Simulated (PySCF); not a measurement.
# Electron correlation in Kr²⁺ (krypton, charge +2)

[Ar] 3d10 4s2 4p4, high-spin 3P determinant. Computed with PySCF 2.14 in aug-cc-pVTZ-PP with one added diffuse shell each of s, d, f type with ECP10MDF (7s5p5d3f, 68 functions), with scalar relativity through the core potential. Frozen: 3s2 3p6 3d10; 6 electrons correlated.

```tsv
level	correlation energy (mhartree)
CCSD	-129.77
(T)	-3.09
CCSD(T)	-132.86
```

Diagnostics: T1 = 0.0064, D1 = 0.0203, largest double amplitude 0.035.

Cost of the coupled-cluster step: of the order of 2 core-seconds, for 6 correlated electrons.
